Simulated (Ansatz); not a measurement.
Input for Ansatz (an electronic-structure program): U-CCSD(T)/def2-SVP on Cl (SMILES [Cl]).

Ansatz 0.2 input:
```yaml
crystal:
  periodic: [false, false, false]
  atoms:
    - {symbol: Cl, position_ang: [0.00000000, 0.00000000, 0.00000000]}
basis:
  gaussian:
    orbitals: def2-SVP
magnetization: {spin_polarized: true, initial_magnetization: 1}
correlation: {method: ccsd_t, electrons: outside_noble_gas}
scf: {omitted_lower_state_checks: [cluster_reference]}
```

Q: Predict the final total energy.

A: -459.4460 hartree (reference determinant -459.3193, T1 diagnostic 0.005).
